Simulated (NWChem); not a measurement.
All runs are NWChem calculations. System: C3H5O, charge 0, spin multiplicity 2, at a geometry optimised with UPBE/def2-SVP. The structure started from a generated list of species. Its SCF solution wasn't tested for a lower state. Level: UMP2/def2-TZVP, 4 core orbitals frozen.

Job file:

```
start mol
memory heap 200 mb stack 900 mb global 1100 mb
geometry units angstroms nocenter noautoz noautosym
  C     -1.765077    -0.094070    -0.206169
  C     -0.294882    -0.442768    -0.422907
  C      0.681587     0.459288     0.311625
  O      1.848147     0.289617     0.497778
  H     -2.420831    -0.765703    -0.794011
  H     -2.047209    -0.192112     0.861090
  H     -1.976562     0.949598    -0.512568
  H     -0.058538    -1.492905    -0.135110
  H     -0.011802    -0.350522    -1.496919
end
basis spherical
  * library def2-tzvp
end
scf
  uhf
  nopen 1
  maxiter 100
  thresh 1e-7
  semidirect memsize 60000000 filesize 0
  # guess.movecs holds the orbitals of an unrestricted PBE0 run
  vectors input guess.movecs output mol.movecs
end
mp2
  freeze core 4
end
task mp2 energy
```

Output (cleaned and shortened):

```
             Northwest Computational Chemistry Package (NWChem) 7.3.0
             --------------------------------------------------------

                                NWChem Input Module
                                -------------------

 Scaling coordinates for geometry "geometry" by  1.889725989
 (inverse scale =  0.529177249)

                             Geometry "geometry" -> ""
                             -------------------------

 Output coordinates in angstroms (scale by  1.889725989 to convert to a.u.)

  No.       Tag          Charge          X              Y              Z
 ---- ---------------- ---------- -------------- -------------- --------------
    1 C                    6.0000    -1.76507700    -0.09407000    -0.20616900
    2 C                    6.0000    -0.29488200    -0.44276800    -0.42290700
    3 C                    6.0000     0.68158700     0.45928800     0.31162500
    4 O                    8.0000     1.84814700     0.28961700     0.49777800
    5 H                    1.0000    -2.42083100    -0.76570300    -0.79401100
    6 H                    1.0000    -2.04720900    -0.19211200     0.86109000
    7 H                    1.0000    -1.97656200     0.94959800    -0.51256800
    8 H                    1.0000    -0.05853800    -1.49290500    -0.13511000
    9 H                    1.0000    -0.01180200    -0.35052200    -1.49691900

 Effective nuclear repulsion energy (a.u.)     107.1674877221

            Nuclear Dipole moment (a.u.)
            ----------------------------
        X                 Y               Z
 ---------------- ---------------- ----------------
     0.0000037795    -0.0000151178    -0.0000000000


 Summary of "ao basis" -> "" (spherical)
 ------------------------------------------------------------------------------
       Tag                 Description            Shells   Functions and Types
 ---------------- ------------------------------  ------  ---------------------
 *                         def2-tzvp                  on all atoms

 Summary of "ao basis" -> "ao basis" (spherical)
 ------------------------------------------------------------------------------
       Tag                 Description            Shells   Functions and Types
 ---------------- ------------------------------  ------  ---------------------
 C                         def2-tzvp                11       31   5s3p2d1f
 O                         def2-tzvp                11       31   5s3p2d1f
 H                         def2-tzvp                 4        6   3s1p

                                 NWChem SCF Module
                                 -----------------

  ao basis        = "ao basis"
  functions       =   154
  atoms           =     9
  alpha electrons =    16
  beta  electrons =    15
  charge          =   0.00
  wavefunction    = UHF
  use symmetry    = F
  symmetry adapt  = F

 Summary of "ao basis" -> "ao basis" (spherical)
 ------------------------------------------------------------------------------
       Tag                 Description            Shells   Functions and Types
 ---------------- ------------------------------  ------  ---------------------
 C                         def2-tzvp                11       31   5s3p2d1f
 O                         def2-tzvp                11       31   5s3p2d1f
 H                         def2-tzvp                 4        6   3s1p

 Forming initial guess at       0.1s

 Starting SCF solution at       0.1s

 ----------------------------------------------
[...]
    3 C    6     2.55   0.43  0.56  0.24  0.29  0.06  0.42  0.39  0.08  0.02  0.06  0.01
    4 O    8     4.09   0.40  0.59  0.29  0.47  0.16  0.85  0.93  0.38  0.00  0.02  0.00
    5 H    1     0.44   0.13  0.25  0.05  0.01
    6 H    1     0.44   0.13  0.25  0.06  0.01
    7 H    1     0.44   0.13  0.25  0.05  0.01
    8 H    1     0.43   0.13  0.24  0.05  0.01
    9 H    1     0.44   0.13  0.25  0.05  0.01

   Mulliken analysis of the spin density
   -------------------------------------

    Atom       Charge   Shell Charges
 -----------   ------   -------------------------------------------------------
    1 C    6     0.01  -0.00  0.00 -0.00 -0.00  0.01 -0.00 -0.00  0.01  0.00  0.00  0.00
    2 C    6     0.06   0.00 -0.00  0.02  0.02 -0.08  0.06  0.06 -0.03  0.00  0.01  0.00
    3 C    6     0.74   0.00 -0.00  0.06  0.05  0.13  0.24  0.22  0.04  0.00  0.00 -0.00
    4 O    8     0.16   0.00 -0.00  0.01  0.01 -0.00  0.11  0.07 -0.03  0.00 -0.00  0.00
    5 H    1    -0.00  -0.00 -0.00 -0.00 -0.00
    6 H    1     0.00   0.00  0.00  0.00 -0.00
    7 H    1     0.00   0.00 -0.00  0.00 -0.00
    8 H    1     0.03   0.00  0.01  0.02  0.00
    9 H    1     0.01  -0.00 -0.00  0.01  0.00

       Multipole analysis of the density wrt the origin
       ------------------------------------------------

     L   x y z        total         alpha         beta         nuclear
     -   - - -        -----         -----         ----         -------
     0   0 0 0     -0.000000    -16.000000    -15.000000     31.000000

     1   1 0 0     -1.100991     -1.131858      0.030863      0.000004
     1   0 1 0     -0.361906     -0.727696      0.365805     -0.000015
     1   0 0 1     -0.465248     -0.575541      0.110293     -0.000000

     2   2 0 0    -22.293637   -125.726970   -122.576140    226.009474
     2   1 1 0     -0.443568    -15.788611    -14.657102     30.002145
     2   1 0 1     -1.122368    -23.848345    -22.854505     45.580483
     2   0 2 0    -18.391851    -23.383529    -20.158000     25.149679
     2   0 1 1     -0.503671     -7.962117     -6.590708     14.049154
     2   0 0 2    -17.990755    -23.660739    -22.136954     27.806938

                   NWChem MP2 Semi-direct Energy/Gradient Module
                   ---------------------------------------------

  Basis functions       =    154
  Molecular orbitals    =    154
  Frozen core           =      4
  Frozen virtuals       =      0
  Active alpha occupied =     12
  Active beta occupied  =     11
  Active alpha virtual  =    138
  Active beta virtual   =    139
  Use MO symmetry       = F
  Use skeleton AO sym   = F

  AO/Fock/Back tols     =   1.0D-09  1.0D-09  1.0D-09

 GA uses MA = F    GA memory limited = T

 Available:
  local mem=  1.26D+08
 global mem=  1.44D+08
 local disk=  0.00D+00
  mp2_memr nvloc                   138
  nvloc new                   138
   1 passes of  12:        5242880                     131147                  64643795.
   1 passes of  12: M    126151147           G      144131768           F     120908267.

 Semi-direct pass number   1 of   1  for UHF alpha       at       49.9s
  vrange nnbf                 11474
  mp2_eaftype                   246  avail_ma_in_mb                  1099
 EAF : mp2_eaftype filesize         246   32321898.
  mp2_eaf for mointskh                    246
Node 0 wrote    152.0 Mb in      0.0 s     Agg I/O rate:  3302.2 Mb/s
 Done moints_semi at       57.0s
  mp2_eaftype                   246  avail_ma_in_mb                   853
 EAF : mp2_eaftype filesize         246   32321898.
  mp2_eaf for kh                   246
 Done maket at       57.4s
 Done multipass loop at       57.4s

 GA uses MA = F    GA memory limited = T

 Available:
  local mem=  1.26D+08
 global mem=  1.44D+08
 local disk=  0.00D+00
  mp2_memr nvloc                   139
  nvloc new                   139
   1 passes of  11:        5242880                     124800                  59689322.
   1 passes of  11: M    126151147           G      144131768           F     120908267.

 Semi-direct pass number   1 of   1  for UHF beta        at       57.5s
  vrange nnbf                 11474
  mp2_eaftype                   227  avail_ma_in_mb                  1099
 EAF : mp2_eaftype filesize         227   29844661.
  mp2_eaf for mointskh                    227
Node 0 wrote    140.3 Mb in      0.0 s     Agg I/O rate:  3209.7 Mb/s
 Done moints_semi at       64.3s
  mp2_eaftype                   227  avail_ma_in_mb                   872
 EAF : mp2_eaftype filesize         227   29844661.
  mp2_eaf for kh                   227
 Done maket at       64.7s
 Done multipass loop at       64.7s

          -------------------------------------------
          SCF energy                -191.405938749991
          Correlation energy          -0.697272566879
          Singlet pairs                0.000000000000
          Triplet pairs                0.000000000000
          Total MP2 energy          -192.103211316870
          -------------------------------------------

          ---------------------------------------------------
                    Spin Component Scaled (SCS) MP2
          Same spin pairs                     -0.169147478477
          Same spin scaling factor             0.333333333333
          Opposite spin pairs                 -0.528125088402
          Opposite spin scaling fact.          1.200000000000
          SCS-MP2 correlation energy          -0.690132598908
          Total SCS-MP2 energy              -192.096071348899
          ---------------------------------------------------

 -----------------------
 Performance information
 -----------------------

 Timer overhead =  1.30D-07 seconds/call

               Nr. of calls         CPU time (s)                 Wall time (s)                GFlops
             ---------------    -------------------     ------------------------------   -------------------
Name         Min   Avg   Max    Min     Avg     Max     Min     Avg     Max   Mx/calls   Min     Max     Sum
mp2: moin     2     2     2    14.     14.     14.      14.     14.     14.     7.0      0.0     0.0     0.0
mp2: make     2     2     2   0.86    0.86    0.86     0.86    0.86    0.86    0.43      0.0     0.0     0.0
mp2: tota     1     1     1    15.     15.     15.      15.     15.     15.     15.      0.0     0.0     0.0

 The average no. of pstat calls per process was 5.00D+00
 with a timing overhead of 6.48D-07s

 Task  times  cpu:       64.7s     wall:       64.7s

 Total times  cpu:       64.7s     wall:       64.7s
```
